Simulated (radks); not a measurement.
Species: neutral holmium. Configuration: [Kr] 4d10 4f11 5s2 5p4 6s2 6p2 (not the ground configuration). Calculated with a radial shooting solver on a logarithmic mesh with Libxc functionals: scalar-relativistic Kohn-Sham, MS2 meta-GGA, spin-polarised, spherical densities, finite nucleus; open shells are filled with parallel spins first (spin-orbit coupling, left out, can overturn this in heavy ions); meta-GGA in the generalised Kohn-Sham scheme; Fermi nuclear charge, rms radius 5.2022 fm.

Normalised radial functions P(r) = r R(r), r in bohr:

| r | 4f up | 6p down |
|---|---|---|
| 0.003076 | 0.0000 | 0.0024 |
| 0.004202 | 0.0000 | 0.0040 |
| 0.00574 | 0.0000 | 0.0066 |
| 0.007842 | 0.0000 | 0.0109 |
| 0.0108 | 0.0001 | 0.0179 |
| 0.01475 | 0.0002 | 0.0278 |
| 0.02016 | 0.0005 | 0.0411 |
| 0.02754 | 0.0016 | 0.0562 |
| 0.03762 | 0.0048 | 0.0683 |
| 0.05181 | 0.0137 | 0.0670 |
| 0.07078 | 0.0361 | 0.0400 |
| 0.09669 | 0.0878 | -0.0165 |
| 0.1321 | 0.1936 | -0.0802 |
| 0.1819 | 0.3843 | -0.0963 |
| 0.2485 | 0.6477 | -0.0190 |
| 0.3395 | 0.9269 | 0.1064 |
| 0.4638 | 1.1017 | 0.1438 |
| 0.6388 | 1.0776 | 0.0079 |
| 0.8727 | 0.8858 | -0.1910 |
| 1.192 | 0.6230 | -0.2543 |
| 1.629 | 0.3694 | -0.0841 |
| 2.243 | 0.1728 | 0.2387 |
| 3.064 | 0.0633 | 0.4944 |
| 4.186 | 0.0182 | 0.5182 |
| 5.719 | 0.0036 | 0.3704 |
| 7.876 | 0.0003 | 0.1736 |
| 10.76 | 0.0000 | 0.0549 |
| 14.7 | 0.0000 | 0.0110 |

4f up: eigenvalue -16.356 eV, 0 radial nodes, <r> = 0.807 bohr, 90 % of the charge inside 1.39 bohr. 6p down (empty): eigenvalue -2.170 eV, 4 radial nodes at r = 0.0893, 0.261, 0.647, 1.78 bohr, <r> = 4.44 bohr, 90 % of the charge inside 6.63 bohr.
